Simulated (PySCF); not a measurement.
## SeO₂I₂, singlet: molecular constants

Method: PBE/[Se def2-SVP, O def2-SVP, I def2-SVP with ECP28], scalar-relativistic core potentials, density fitting, no spin–orbit coupling, PySCF.

The structure is a minimum.

```xyz
5
charge 0 multiplicity 1, angstrom
Se   -1.0792    0.0000    0.0000
O    -1.8713    1.4163    0.0000
O    -1.8713   -1.4163    0.0000
I     0.5755    0.0000   -2.0669
I     0.5755    0.0000    2.0669
```

- Point group: C2v
- Bond lengths: Se–I 2.648 Å (×2), Se–O 1.623 Å (×2)
- Bond angles: I–Se–I 102.6°, I–Se–O 107.8° (×4), O–Se–O 121.6°
- Atomisation energy without zero-point energy: 1101 kJ/mol
- Zero-point energy: 19.2 kJ/mol
- Dipole moment: 2.31 D
- Heat capacity Cp at 298.15 K: 90.8 J/(mol K)
- Highest occupied level: -7.04 eV
- Rotational symmetry number: 2
- Enthalpy at 298.15 K above 0 K: 21.06 kJ/mol
- Principal quadrupole moments (Buckingham, traceless) about the centre of mass: -7.43, -3.18, 10.61 D Å
- Lowest empty level: -5.68 eV
- Entropy at 298.15 K and 1 bar: 382.8 J/(mol K)
- Rotational constants: 0.04771, 0.01468, 0.01227 cm⁻¹
- Principal polarisabilities: 60.9, 86.6, 140.8 bohr³

Harmonic modes (masses in u: Se 79.917, O 15.995, I 126.904):
```tsv
symmetry	ω (cm⁻¹)	IR (km/mol)	μ (u)	type
a1	63	0.0	85.56	bend
a2	148	0.0	16.82	bend
b1	162	1.7	22.30	bend
a1	163	1.0	45.87	stretch
b2	164	4.0	33.89	mixed
b2	283	103	28.60	bend
a1	320	40.1	20.72	bend
a1	915	53.1	17.28	stretch
b1	989	48.7	19.77	stretch
```

In C2v the vibrations span 4a1 + a2 + 2b1 + 2b2. The a2 mode carries no infrared intensity, as symmetry demands.

Charges (e):
```
atom  Mulliken  Löwdin  polar tensor  Mayer order to Se1
 Se1      0.71    0.72          1.70                   –
O2,3     -0.37   -0.35         -0.56                1.62
I4,5      0.02    0.00         -0.29                0.70
```

Mulliken populations on Se1: s 7.66, p 15.06, d 10.57.

Counting electrons, selenium keeps none of its valence electrons outside its bonds, so the VSEPR class is AX4 and the expected shape is tetrahedral; with unlike ligands the computed point group is C2v.

This need not be the most stable arrangement of these atoms.

The final relaxation and frequency run took 3 min on 4 threads of a shared Intel Xeon @ 2.50GHz (Skylake/Cascade Lake) host, with 112 basis functions and 15 gradients; the process peaked at 1.4 GiB.
